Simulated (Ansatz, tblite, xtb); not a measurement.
# CH5AsSi (SMILES C1[SiH2][AsH]1): the dipole moment, rung by rung

CH5AsSi: 8 atoms, total charge 0, spin state singlet. As SMILES, `C1[SiH2][AsH]1`. The coordinates come from a PBE0-D4/def2-TZVP relaxation.

Each level gives the dipole moment (D). The values are calculated.

| level | kind | program | value (D) | CPU time |
| --- | --- | --- | --- | --- |
| GFN2-xTB | semi-empirical | tblite | 1.55 | under 2 s |
| GFN1-xTB | semi-empirical | tblite | 1.14 | under 2 s |
| IPEA1-xTB | semi-empirical | tblite | 1.27 | under 2 s |
| GFN0-xTB | semi-empirical | xtb | 2.50 | under 2 s |
| HF/STO-3G | Hartree–Fock | Ansatz | 1.72 | 2.7 s |
| HF/3-21G | Hartree–Fock | Ansatz | 1.18 | 2.3 s |
| HF/def2-SVP | Hartree–Fock | Ansatz | 1.30 | 7.2 s |
| r2SCAN/cc-pVTZ | meta-GGA | Ansatz | 1.01 | 54 s |
| B3LYP/6-31G* (spherical functions) | global hybrid | Ansatz | 1.16 | 14 s |
| B3LYP/6-31G* (Cartesian functions) | global hybrid | Ansatz | 1.15 | 13 s |

All-electron rows without a relativistic Hamiltonian named are non-relativistic. The values span 1.01 to 2.50 D. Sets without polarisation functions give poor dipoles. Without the sets that lack polarisation functions the rows with a basis span only 1.01 to 1.30 D. Times are those of the runs behind each value, whatever else they computed, on shared processors of several kinds: orders of magnitude only.
